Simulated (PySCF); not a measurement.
**Frontier orbitals and the lowest excitations**

CH2B2Cl2F2.
Z-matrix (Å and degrees, PBE0-D3(BJ)/def2-SVP geometry), rows numbered from 1:
```
F 
B   1  1.3187
F   2  1.3183  1  116.81
C   2  1.5629  1  121.74  3   178.36
B   4  1.5593  2  107.41  1   -95.63
Cl  5  1.7511  4  121.13  2   -90.98
Cl  5  1.7523  4  120.68  2    86.45
H   4  1.0999  2  108.77  1   145.51
H   4  1.0991  2  108.87  1    23.75
```

Computed, not measured: TDDFT CAM-B3LYP/def2-SVPD, vertical, gas phase, core orbitals frozen in the response (PySCF).

Frontier orbitals with the atoms that hold most of them (Löwdin shares over 4%, at most four atoms; ? is withheld):

```
orbital  ε (eV)                             atoms
 LUMO+2    1.20    B2 40%, F1 13%, F3 12%, B5 11%
 LUMO+1    0.47  B5 40%, B2 21%, Cl7 12%, Cl6 12%
   LUMO   -0.74                                 ?
   HOMO  -10.66                                 ?
 HOMO-1  -10.88  Cl7 33%, Cl6 29%, C4 17%, B5 14%
 HOMO-2  -11.14          Cl6 45%, Cl7 45%, B5 10%
 HOMO-3  -11.83   Cl6 26%, Cl7 25%, C4 18%, B2 9%
```

Problem. Give the leading atoms of the LUMO.

Solution. B5 (bonded to C and 2 Cl) 37%; Cl7 (bonded to B) 16%; Cl6 (bonded to B) 15%; C4 (bonded to 2 B and 2 H) 13%. By element: boron 37% or more, chlorine 31%, carbon 13%.

Problem. Give the leading atoms of the HOMO.

Solution. Cl6 (bonded to B) 49%; Cl7 (bonded to B) 44%.

Problem. How does S1 compare with the orbital gap of 9.92 eV?

Solution. S1 is at 6.05 eV (f = 0.0001), 3.87 eV below the gap, made of HOMO→LUMO (97%). Without the coupling terms of the response equations the lowest excitation would equal the gap.

Problem. Give energy, strength and leading configuration of S1, S2, S3, S6 and S7, and follow the Löwdin shares of the leading atoms from the occupied to the empty orbital.

Solution. 
- S1 (6.05 eV, f 0.0001), HOMO→LUMO (97%): Cl6 49% → 15%, Cl7 44% → 16%, B5 at most 4% → 37%
- S2 (6.18 eV, f 0.0075), HOMO-1→LUMO (96%): Cl7 33% → 16%, Cl6 29% → 15%, B5 14% → 37%
- S3 (7.10 eV, f 0.131), HOMO-2→LUMO (94%): Cl6 45% → 15%, Cl7 45% → 16%, B5 10% → 37%
- S6 (8.27 eV, f 0.048), HOMO→LUMO+1 (80%): Cl6 49% → 12%, Cl7 44% → 12%, B5 at most 4% → 40%, B2 at most 4% → 21%
- S7 (8.47 eV, f 0.081), HOMO-1→LUMO+1 (79%): Cl7 33% → 12%, Cl6 29% → 12%, B5 14% → 40%, B2 at most 8% → 21%

One conformer stands for the species.
